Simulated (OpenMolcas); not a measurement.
# Lines of Re⁴⁺: computed and rescaled rates

```
Program             : OpenMolcas
Method              : MS-CASPT2, IPEA 0.25 Eh, imaginary shift 0.1 Eh (closed shells correlated: 5s 5p)
Basis               : ANO-RCC-VTZP [8s7p5d3f2g1h]
Scalar Hamiltonian  : DKH2, point nucleus
Active space        : 3 electrons in 5 orbitals (5d)
State averaging     : 2S+1 = 4 even, 10 roots; 2S+1 = 2 even, 40 roots
Spin-orbit coupling : state interaction with AMFI integrals over the reference wave functions, term energies averaged over their components
```

Rates come from the transition moments of the reference wave functions (E1 and E2 in the length form). At fixed line strength A goes as λ^-3 for E1 and M1 and as λ^-5 for E2, so a rate at the computed wavelength can be rescaled to the measured one. Measured vacuum wavelengths follow from level energies in the list in Brasseur, Gamrath and Quinet, At. Data Nucl. Data Tables 157, 101636 (2024). Branching counts decays inside the model space alone, at computed energies, and the table is only a selection of the E2 and M1 lines, drawn from those between levels with measured partners whose computed energy lies within a factor of 1.5 of the measured one.

```csv
Upper,Lower,Type,λ computed (nm),λ measured (nm),A computed (s-1),A rescaled (s-1),Branching %
5d3 4F 9/2 [66 %],5d3 4F 7/2,M1,3286,3400,5.85e-01,5.28e-01,100.0
5d3 4F 7/2,5d3 4F 5/2,M1,2385,2427,2.73e+00,2.59e+00,100.0
5d3 4F 5/2,5d3 4F 3/2,M1,2038,2061,4.52e+00,4.37e+00,100.0
5d3 2H 11/2,5d3 2H 9/2 [56 %],M1,1353,1406,2.76e+00,2.46e+00,45.5
5d3 2H 9/2 [56 %],5d3 4F 9/2 [66 %],M1,1172,1242,7.16e+00,,52.6
5d3 2P 1/2 [66 %],5d3 4P 1/2 [66 %],M1,1043,1070,1.61e+01,,92.5
5d3 2G 7/2,5d3 4F 7/2,M1,954.8,996,5.24e+00,,27.3
5d3 2H 9/2 [56 %],5d3 4F 7/2,M1,864,909.6,6.45e+00,,47.3
5d3 4P 5/2,5d3 4F 7/2,M1,802.9,836.9,7.89e-01,,10.0
5d3 2F 5/2,5d3 4P 5/2,M1,697.2,755.3,3.04e+00,,22.6
5d3 2G 7/2,5d3 4F 5/2,M1,681.9,706.2,1.39e+01,,72.4
5d3 4P 1/2 [66 %],5d3 4F 3/2,M1,672.3,698.1,1.61e+00,,80.8
5d3 4P 1/2 [66 %],5d3 4F 3/2,E2,672.3,698.1,1.41e-01,1.17e-01,7.1
5d3 2H 11/2,5d3 4F 9/2 [66 %],M1,628.1,659.5,3.30e+00,,54.3
5d3 2F 5/2,5d3 2G 7/2,M1,612.5,660.1,2.42e+00,,18.0
5d3 2F 7/2,5d3 2G 7/2,M1,602.1,640.5,4.37e+00,,29.4
5d3 4P 5/2,5d3 4F 5/2,M1,600.7,622.3,8.63e-01,,11.0
5d3 2D 5/2(2),5d3 2F 7/2,M1,539.3,560.5,9.57e+00,,9.5
5d3 2D 5/2(2),5d3 2F 5/2,M1,531.2,546.3,1.82e+01,,18.0
5d3 2D 5/2(1),5d3 4F 7/2,M1,482,505.9,1.62e+01,,65.4
5d3 2F 7/2,5d3 4F 9/2 [66 %],M1,416,440.3,6.55e+00,,44.1
5d3 2D 5/2(1),5d3 4F 5/2,M1,401,418.7,3.01e+00,,12.2
5d3 2F 7/2,5d3 4F 5/2,M1,319.8,335.9,1.99e+00,,13.4
5d3 2D 5/2(2),5d3 4P 5/2,M1,301.5,317,2.30e+01,,22.7
5d3 2F 5/2,5d3 4F 3/2,M1,278.6,292.7,4.26e+00,,31.7
```

Spin-changing lines and M1 lines between different terms are not rescaled, since their strength hangs on the term gaps too.

The largest correction is for 5d3 4P 1/2 [66 %] → 5d3 4F 3/2 (E2): 1.41e-01 × (672.3 / 698.1)^5 = 1.17e-01 s-1, a factor of 0.83.

The computed rate and branching of 5d3 4F 5/2 → 5d3 4F 3/2 give the upper level a radiative lifetime of 1.000 / 4.52e+00 s-1 = 2.21e-01 s, counting decays inside the model space alone. The rescaled rate gives about 2.3e-01 s.

These are rates of the free ion; in crystals, glasses and complexes forced electric-dipole and non-radiative decay shorten such lifetimes by orders of magnitude. No measured rate stands beside these. Rescaling mends the energy factor alone: line strengths can still be far off where a level mixes with configurations outside the active space, and weak or spin-changing lines hang on small mixing coefficients that depend on the term gaps too, so rescaling need not improve them.

Term energies are means over components that CASPT2 splits; among the terms shown or strongly mixed into the levels shown the widest spread is 480 cm-1 (5d3 4F). Computed and measured levels are paired by configuration, term and J; levels that our copy of the source lacks, or whose pairing is in doubt (as where it misses far off the trend of its configuration), stay unpaired. Levels of configurations outside the active space are missing.

A share in square brackets marks a mixed level and gives the weight of the term that names it. A number in round brackets counts repeated terms of one configuration in the order of the reference energies.
